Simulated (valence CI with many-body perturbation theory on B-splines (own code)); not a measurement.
Values are calculated unless marked as measured or tabulated.
# Cd⁴¹⁺: what the settings do

Method: relativistic CI+MBPT: five valence electrons over a frozen Dirac-Fock core [He], radial functions for each j: 6 s, 6 p, 5 d, 3 f, 1 g, with the one-electron correlation potential Σ1, the two-electron term Σ2, the three-electron term Σ3, Breit, model QED; selected CI, second order for the rest, scaled by the run's own slope (own B-spline code, finite nucleus).

The last digits are not significant, and no measured levels were compared; by estimate large intervals hold to a few tenths of a per cent, small ones and those within an open d or f shell to about a per cent. Among the levels kept, up to 1900 cm⁻¹ of a level comes from second order outside the variational space, and about a tenth of that is noise between levels of different J, which matters for small intervals.

The reference run has the lowest level (2s^2 2p1/2^2 2p3/2) J=3/2 and an ionisation energy of 6462.62 eV. Its largest variational space holds 10000 state functions.

Levels are named by their leading jj configuration (3d3/2^4 stands for four electrons in 3d with j = 3/2), which in mixed levels can hold well under half, so a name can repeat and another be missing. Letters in brackets count levels of one name in rising energy.

Changed runs:
A. correlating orbitals by l 3 3 3 2 1 → 4 4 0 0 0; cutoff of virtual states (hartree) 4608 → 14160
B. screening of Σ1 on → off
C. Breit term on → off; screening of Σ1 on → off
D. scale of Σ1 1 → -1 (bad on purpose)

Excitation energies of the reference run in cm⁻¹, and shifts in cm⁻¹:

| Level | Reference | A | B | C | D |
| --- | --- | --- | --- | --- | --- |
| (2s^2 2p1/2 2p3/2^2) J=3/2 | 1499200 | -80 | -0.2 | +25876 | -1151 |
| (2s^2 2p1/2 2p3/2^2) J=5/2 | 1645780 | +1752 | -0.3 | +46616 | -1165 |
| (2s^2 2p1/2 2p3/2^2) J=1/2 | 1854580 | +368 | -0.3 | +21549 | -1166 |
| (2s 2p1/2^2 2p3/2^2) J=5/2 | 2995000 | +1065 | +0.8 | +9047 | +2516 |
| (2s^2 2p3/2^3) J=3/2 | 3361600 | +335 | -0.5 | +55903 | -2282 |
| (2s 2p1/2^2 2p3/2^2) J=1/2 | 3461110 | +3485 | +0.8 | -9686 | +2457 |
| (2s 2p1/2^2 2p3/2^2) J=3/2 | 3472690 | +5453 | +0.8 | +3307 | +2473 |
| (2s 2p1/2 2p3/2^3) J=3/2 [a] | 4651050 | +1704 | +0.6 | +23952 | +1402 |
| (2s 2p1/2 2p3/2^3) J=5/2 | 4880670 | +4611 | +0.5 | +43681 | +1380 |
| (2s 2p1/2 2p3/2^3) J=1/2 | 5119630 | +5342 | +0.5 | +23632 | +1362 |
| (2s 2p1/2 2p3/2^3) J=3/2 [b] | 5214850 | +7441 | +0.5 | +35761 | +1383 |
| (2s 2p3/2^4) J=1/2 | 6763750 | +5181 | +0.2 | +49746 | +237 |
| Ionisation energy (eV) | 6462.62 | -0.83 | -0.0013 | +3.70 | -0.61 |
